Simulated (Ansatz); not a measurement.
Cost and result for the atomization energy of C₂H₅BCl₂O (11 atoms, 10 bonds).

Z-matrix (Å, degrees):
```
C
B 1 1.582
H 1 1.095 2 110.8
H 1 1.093 2 109.9 3 -117.9
H 1 1.094 2 113.6 3 121.7
C 2 1.582 1 118.2 3 -76.9
Cl 2 1.951 1 112.8 3 -172.6
H 2 1.202 1 119.0 3 59.3
O 6 1.288 2 122.5 1 154.4
Cl 6 1.713 2 123.2 1 -26.4
H 9 0.971 6 112.3 2 169.7
```

Charge 0, multiplicity 1. The bonds changed during the relaxation, so this is another structure than the one it started from. All single points use the PBE0-D4/def2-TZVP geometry. It is one conformer, not always the lowest. Program: Ansatz. All runs use 4 threads of an AMD EPYC 7B13 on a shared host. Times are those of one run each, without the atoms' runs, and a repeat can differ threefold. Electronic energies, without spin–orbit coupling; frozen cores. CCSD(T)/CBS adds CCSD(T) − MP2 in def2-TZVPP to the MP2 limit, and its time is that of the two runs behind it. T1 = 0.015.

CCSD(T)/CBS is a level of theory with its own doubt, some kJ/mol a heavy atom from the limit and from the frozen cores, so smaller differences don't rank the functionals.

```
                             level  functions  wall time  atomization (kcal/mol)  difference from CCSD(T)/CBS  per bond
              revPBE-D4/def2-TZVPP        278      2.3 s                   966.9                         12.1       1.2
                BLYP-D4/def2-TZVPP        278      2.5 s                   960.1                          5.3       0.5
   PBE-D4/def2-TZVPP (with forces)        278      2.8 s                   993.4                         38.6       3.9
           CAM-B3LYP-D4/def2-TZVPP        278      4.2 s                   958.6                          3.8       0.4
r2SCAN-D4/def2-TZVPP (with forces)        278      4.7 s                   970.7                         15.9       1.6
             r2SCANh-D4/def2-TZVPP        278        6 s                   962.4                          7.6       0.8
                 B2PLYP/def2-TZVPP        278      6.5 s                   946.0                         -8.8      -0.9
                  CCSD(T)/def2-SVP        117        7 s                   906.5                        -48.3      -4.8
                 B97M-V/def2-TZVPP        278        8 s                   966.4                         11.6       1.2
                ωB97X-V/def2-TZVPP        278        8 s                   958.8                          4.0       0.4
                    MP2/def2-QZVPP        518       26 s                   970.1                         15.3       1.5
                CCSD(T)/def2-TZVPP        278    3.8 min                   929.7                        -25.1      -2.5
                 CCSD(T)/CBS(def2)          –    4.2 min                   954.8                          0.0       0.0
```

From BLYP to BHLYP (50 % exact exchange), in def2-TZVPP and without D4, the atomization energy moves by −31.2 kcal/mol: exact exchange takes away binding that semilocal exchange gives to molecules. Leaving LDA and LC-ωPBE aside and taking each functional with its dispersion term where it has one, the values, not all of them listed here, spread over 71.4 kcal/mol, from BHLYP-D4 to PBE-D4. LDA lies +137.3 kcal/mol from PBE without D4, its usual overbinding. In def2-TZVPP, CCSD(T) changes the Hartree–Fock value by +246.2 kcal/mol (the triples alone add +19.5 kcal/mol) and MP2 by +271.9 kcal/mol; breaking electron pairs costs correlation energy, which Hartree–Fock lacks.
